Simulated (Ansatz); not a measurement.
A nudged elastic band was laid between two geometries of BF2HO + H2S (8 atoms, charge 0, multiplicity 1).

Level of theory: Ansatz, RHF/def2-SVP.

```json
{
  "movable images": "9",
  "climbing image": "yes",
  "spring": "5.0 eV/Å²",
  "optimiser": "quadratic models (default)",
  "start path": "through a guess of the saddle point",
  "force threshold": "0.05 eV/Å",
  "iteration limit": "60",
  "end points": "relaxed"
}
```

Image 0:

```xyz
8
Properties=species:S:1:pos:R:3
B -0.028 -0.517 -0.044
F -0.410 -1.087 1.078
F 1.238 -0.213 -0.177
O -0.873 -0.305 -1.051
H -1.772 -0.531 -0.868
S -0.292 2.485 1.575
H 0.885 2.698 0.983
H 0.242 1.882 2.640
```

Image 10:

```xyz
8
Properties=species:S:1:pos:R:3
B -0.088 0.621 -0.258
F -0.249 -0.503 2.623
F 1.074 0.090 -0.586
O -1.237 0.053 -0.615
H -1.153 -0.778 -1.060
S -0.140 2.189 0.691
H 1.180 2.351 0.798
H -0.396 0.387 2.543
```

What changes between the two ends?

Bonds broken: B1–F2, S6–H8. Bonds formed: B1–S6, F2–H8. BF2HO + H2S becomes BFH2OS + FH.

What energy profile does the band end with?

The forces met the threshold. The highest image is number 5 of 0 to 10, 59.3 kcal/mol above the first end and 34.3 kcal/mol above the last; the last end lies 25.1 kcal/mol above the first. The profile has 2 maxima (images 5, 8) with wells between them (image 7): this band takes more than one step, which may be the mechanism or a detour left from its start path. Neighbouring images differ by up to 1.5 eV, so the band resolves the path poorly. A vibrational analysis at the climbing image gives one clearly imaginary mode, 1546i cm⁻¹: a first-order saddle point. The orbitals stay closed-shell, which can raise the energy where a bond breaks towards radicals; this wasn't checked here.

```tsv
image	path coordinate (Å)	energy (kcal/mol)	B1–F2 (Å)	S6–H8 (Å)	B1–S6 (Å)
0	0.00	0.0	1.32	1.34	3.42
1	0.52	0.1	1.32	1.33	3.40
2	1.04	1.0	1.32	1.33	3.26
3	1.55	5.0	1.33	1.33	2.95
4	2.07	23.8	1.37	1.37	2.46
5	2.59	59.3	1.60	1.64	2.10
6	3.94	27.1	2.97	2.49	1.85
7	5.30	26.2	3.52	2.43	1.85
8	6.65	31.7	3.21	3.31	1.83
9	8.01	25.8	2.97	3.36	1.82
10	9.37	25.1	3.10	2.60	1.83
```

What is the geometry of the highest image?


```xyz
8
Properties=species:S:1:pos:R:3
B 0.076 0.164 0.116
F -0.295 -0.424 1.552
F 1.370 -0.018 -0.064
O -0.791 -0.242 -0.829
H -1.711 -0.134 -0.658
S -0.272 2.056 0.951
H 1.002 2.337 1.240
H -0.388 0.673 1.828
```

Time of the run: 11 min on 1 thread of Arm Neoverse V1, with other jobs on the host, peak memory 0.16 GiB.
